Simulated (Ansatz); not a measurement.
## Relaxing a trial structure of CH2SSi2

The starting geometry of this gas-phase singlet was optimised with GFN2-xTB; its bonds are those of `[Si]=C[SiH]=S`.

```yaml
atoms:
  - { symbol: C, position_ang: [-1.0371, -0.7052, 0.9819] }
  - { symbol: S, position_ang: [-2.3270, -1.8785, -1.8737] }
  - { symbol: Si, position_ang: [-2.3773, -1.5762, 1.7650] }
  - { symbol: Si, position_ang: [-0.9690, -0.8274, -0.8509] }
  - { symbol: H, position_ang: [-0.2848, -0.1269, 1.5040] }
  - { symbol: H, position_ang: [0.1458, -0.0974, -1.4385] }
```

**Question.** Predict what becomes of its bonds when it is optimised with PBE0-D3(BJ)/pcseg-1.

**Answer.** A new bond forms, giving a structure given below by its coordinates. Contacts that close: S2–Si3 (3.65 → 2.33 Å).

The energy falls by 0.69 eV over 14 steps:

| step | E − E(last) (eV) |
| --- | --- |
| 1 | 0.693 |
| 2 | 0.574 |
| 4 | 0.219 |
| 5 | 0.097 |
| 7 | 0.025 |
| 8 | 0.011 |
| 10 | 0.000 |
| 11 | 0.000 |
| 13 | 0.000 |
| 14 | 0.000 |

Final geometry (Å):

```xyz
6

C    -1.0443   -0.4956    0.9775
S    -2.5495   -1.7237   -1.2612
Si   -2.1822   -1.9245    1.0353
Si   -0.8901   -0.6037   -0.7437
H    -0.4185   -0.1005    1.7756
H     0.2351   -0.3635   -1.6957
```

No frequencies were run, so the end isn't proven a minimum. Run with Ansatz 0.2.0, 24 s on 2 threads of Arm Neoverse V1, with other jobs on the host.
